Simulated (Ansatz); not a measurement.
Si5F3. The state is a doublet with charge 0. Geometry B3LYP-D4/def2-SVP; atoms count from 1.

Cartesian coordinates in Å:
```
Si -1.449 0.795 -0.046
Si 0.544 2.097 0.259
Si -0.265 -1.228 -0.246
Si 0.984 -0.006 1.329
Si 0.973 0.420 -1.478
F 2.481 -0.482 1.769
F -0.651 -2.792 -0.475
F -2.617 1.197 -1.112
```

The structure comes from a short search, and lower isomers may exist.

Problem. Estimate the Mulliken populations from the PBE0/def2-TZVP orbitals of Ansatz.

Solution. 
```json
{"atom": "Si1", "charge (e)": "0.36", "spin (α − β)": "0.34"}
{"atom": "Si2", "charge (e)": "-0.12", "spin (α − β)": "-0.05"}
{"atom": "Si3", "charge (e)": "0.31", "spin (α − β)": "-0.02"}
{"atom": "Si4", "charge (e)": "0.36", "spin (α − β)": "0.34"}
{"atom": "Si5", "charge (e)": "0.00", "spin (α − β)": "0.35"}
{"atom": "F6", "charge (e)": "-0.30", "spin (α − β)": "0.02"}
{"atom": "F7", "charge (e)": "-0.31", "spin (α − β)": "0.00"}
{"atom": "F8", "charge (e)": "-0.30", "spin (α − β)": "0.02"}
```
Mulliken values and Mayer orders depend strongly on the basis.

Problem. Where does the spin sit?

Solution. Summed by element: Si 0.95, F 0.05, of 1 unpaired in all. Largest on single atoms: Si5 0.35, Si1 0.34, Si4 0.34.

Problem. And the Mayer bond orders between bonded heavy atoms (over 0.3)?

Solution. Si1–Si2 0.91 (2.40 Å); Si1–Si3 0.90 (2.35 Å); Si1–F8 1.04 (1.63 Å); Si2–Si4 0.91 (2.40 Å); Si2–Si5 0.84 (2.45 Å); Si3–Si4 0.90 (2.35 Å); Si3–Si5 0.86 (2.40 Å); Si3–F7 1.02 (1.63 Å); Si4–F6 1.04 (1.63 Å). Values over 0.3 also appear between atoms too far apart for a bond (Si1–Si5 0.51 at 2.84 Å; Si2–Si3 0.35 at 3.46 Å; Si4–Si5 0.51 at 2.84 Å); they arise where an orbital or an unpaired electron spreads over both atoms.
